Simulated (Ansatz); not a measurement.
One geometry of the cluster Cs3I4, several levels of theory.

```yaml
crystal:
  periodic: [false, false, false]
  atoms:
    - {symbol: Cs, position_ang: [-2.798301, -1.224291, -0.500773]}
    - {symbol: Cs, position_ang: [0.734350, 2.930983, -1.976105]}
    - {symbol: Cs, position_ang: [0.915495, -0.481126, 2.157154]}
    - {symbol: I, position_ang: [-1.533480, 2.083175, 0.703025]}
    - {symbol: I, position_ang: [3.373500, 0.660569, -0.600766]}
    - {symbol: I, position_ang: [0.877388, -0.858009, -2.059119]}
    - {symbol: I, position_ang: [-1.568942, -3.111311, 2.276584]}
basis:
  gaussian: {orbitals: def2-TZVP, initial_orbitals: start.molden}
magnetization: {spin_polarized: true, initial_magnetization: 1}
hamiltonian: {xc: r2scan, dispersion: d4}
scf: {omitted_lower_state_checks: [starts]}
output: {orbitals: {seedname: orbitals}}
```

The file start.molden holds the orbitals of an earlier run on this structure, at another level or in another basis.

```sh
$ ansatz run in.yaml --threads 4 --pin off --events-out ev --progress --plain --max-ram 4787MiB
```

Shortened log:

```
Functional definition: r2SCAN
2422 factors; their error is unknown
mean field evaluation 1: about -34073.3048 eV, gradient 5.3e0 eV
mean field evaluation 2: about -34073.3485 eV, gradient 5.7e-2 eV
mean field evaluation 4: about -34073.3161 eV, gradient 7.3e-4 eV
mean field -34073.31605575 eV, -1252.1712693257 hartree, gradient 1.5e-5 eV, S^2 0.754731; 0 other end points of the search recorded, 0 dependent functions left out
reference -34073.31610036 eV, -1252.1712709649 hartree; 64, 63 occupied and 223, 224 virtual orbitals, 2422 factors
Total energy: -34073.40113209 eV, -1252.1743958237 hartree
Checks for a lower state left out: starts
```

It took 14 s on 4 threads of Intel Xeon 6975P-C on a shared host, peak host memory 1 GiB.

As the first input, with `hamiltonian: {xc: {name: revPBE}, dispersion: d4}` (abridged; 16 s):

```
Functional definition: revPBE
mean field -34066.03165105 eV, -1251.9035723904 hartree, gradient 5.2e-6 eV, S^2 0.752100
Total energy: -34066.58097762 eV, -1251.9237597696 hartree
Checks for a lower state left out: starts
```

As the first input, with `gaussian: {orbitals: def2-SVP, initial_orbitals: start.molden}`, `hamiltonian: {xc: pbe, dispersion: d4}` (abridged; 13 s):

```
Functional definition: PBE
mean field evaluation 16: about -34057.4400 eV, gradient 2.0e-4 eV
mean field -34057.43999487 eV, -1251.5878348496 hartree, gradient 2.7e-6 eV, S^2 0.750921
Total energy: -34057.84258398 eV, -1251.6026297266 hartree
Checks for a lower state left out: starts
```

As the first input, with `hamiltonian: {xc: {name: r2SCANh}, dispersion: d4}` (abridged; 22 s):

```
Functional definition: r2SCANh
the host lacks memory for fits, so the integrals are decomposed
mean field -34071.68242292 eV, -1252.1112344264 hartree, gradient 2.7e-5 eV, S^2 0.755721
Total energy: -34071.78572097 eV, -1252.1150305599 hartree
Checks for a lower state left out: starts
```

The first input with `hamiltonian: {xc: pbe0, dispersion: d4}` (abridged; 15 s):

```
Functional definition: PBE0
the host lacks memory for fits, so the integrals are decomposed
mean field -34060.96522178 eV, -1251.7173845489 hartree, gradient 1.8e-5 eV, S^2 0.754268
Total energy: -34061.33015529 eV, -1251.7307956080 hartree
Checks for a lower state left out: starts
```

The first input with `hamiltonian: {xc: pbe}`, `correlation: {method: rpa}` and without the key `output` (abridged; 30 s):

```
Functional definition: PBE
mean field -34058.48108918 eV, -1251.6260943597 hartree, gradient 2.0e-6 eV, S^2 0.751791
16 core orbitals not correlated: weight in the atoms' cores, before any rotation towards them, 1.000 or more for the frozen orbitals, at most 0.000 for the correlated occupied ones
Total energy: -34000.47170345 eV, -1249.4942887543 hartree
Checks for a lower state left out: starts
```

First input, but with `hamiltonian: {xc: pbe, dispersion: d4}`, `output: {forces: true, orbitals: {seedname: orbitals}}` (abridged; 17 s):

```
Functional definition: PBE
mean field -34058.48109116 eV, -1251.6260944324 hartree, gradient 3.8e-6 eV, S^2 0.751791
Total energy: -34058.88365684 eV, -1251.6408884483 hartree
Atom 0 force     0.037956    -0.006861     0.046271 eV/Å
Atom 1 force    -0.015743    -0.056837     0.055311 eV/Å
Atom 2 force    -0.028729    -0.003094    -0.004365 eV/Å
Atom 3 force     0.017243    -0.009895    -0.028547 eV/Å
Atom 4 force    -0.002992     0.014343    -0.010503 eV/Å
Atom 5 force    -0.010742     0.005986    -0.005615 eV/Å
Atom 6 force     0.003007     0.056358    -0.052552 eV/Å
Dipole moment:    -0.075483     1.612125    -1.298857 e Å
Checks for a lower state left out: starts
```

Geometry: PBE0-D4/def2-SVP.

In the def2 sets Cs, I take a core potential; there is no spin–orbit coupling. Correlated methods freeze 16 core orbitals; core or outer-core shells of Cs, I are correlated, in sets that lack core-valence functions. At PBE-D4/def2-SVP, PBE-D4/def2-TZVP the gap within one spin of the charge 0 doublet nearly closes, so an electron or hole may be smeared out by delocalisation error. In the doublet, I5 and I6 lie 3.27 Å apart (atoms count from 1), so these atoms are partly bonded to each other. The structure comes from a short search, and lower isomers may exist.
